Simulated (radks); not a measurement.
The cobalt ion Co+, 26 electrons, occupied as [Ar] 3d6 4p2 (not the ground configuration).

All-electron calculation, non-relativistic Kohn-Sham, r2SCAN, spin-polarised, spherical densities, point nucleus; open shells are filled with parallel spins first; meta-GGA in the generalised Kohn-Sham scheme. Program: a radial shooting solver on a logarithmic mesh with Libxc functionals.

Energy parts (eV):
part                      energy
total                 -37601.281
kinetic                37574.169
electron-nucleus      -89158.927
Hartree                15580.666
exchange-correlation   -1597.189

Orbitals (lengths in bohr, moments of r in powers of bohr; <r^-3> diverges for s and p1/2; r(max) is where P^2 peaks):
| orbital | occ. | eigenvalue (eV) | <r^-3> | r(max) |
|---|---|---|---|---|
| 1s up | 1 | -7559.087 | - | 0.03751 |
| 1s down | 1 | -7559.004 | - | 0.03751 |
| 2s up | 1 | -912.5129 | - | 0.2159 |
| 2s down | 1 | -909.4754 | - | 0.2157 |
| 2p up | 3 | -792.8877 | 526.9 | 0.1734 |
| 2p down | 3 | -790.5549 | 529.1 | 0.1732 |
| 3s up | 1 | -124.1695 | - | 0.6734 |
| 3s down | 1 | -117.9355 | - | 0.6755 |
| 3p up | 3 | -87.7666 | 67.65 | 0.6784 |
| 3p down | 3 | -81.5220 | 65.90 | 0.6815 |
| 3d up | 5 | -28.1933 | 6.687 | 0.6543 |
| 3d down | 1 | -22.0004 | 6.405 | 0.6642 |
| 4p up | 2 | -10.8299 | 4.599 | 2.500 |

The highest occupied level is 4p up at -10.830 eV. Virial ratio -V/T = 2.00072. The density falls to 0.001 e/bohr^3 at r = 4.39 bohr. Spin moment in Bohr magnetons: 6. The electron density at the nucleus is 1.337e+04 e/bohr^3. The spin density at the nucleus is -0.621 e/bohr^3 (1s -0.088, 2s -2.421, 3s 1.888), a Fermi contact field of -32.6 T.
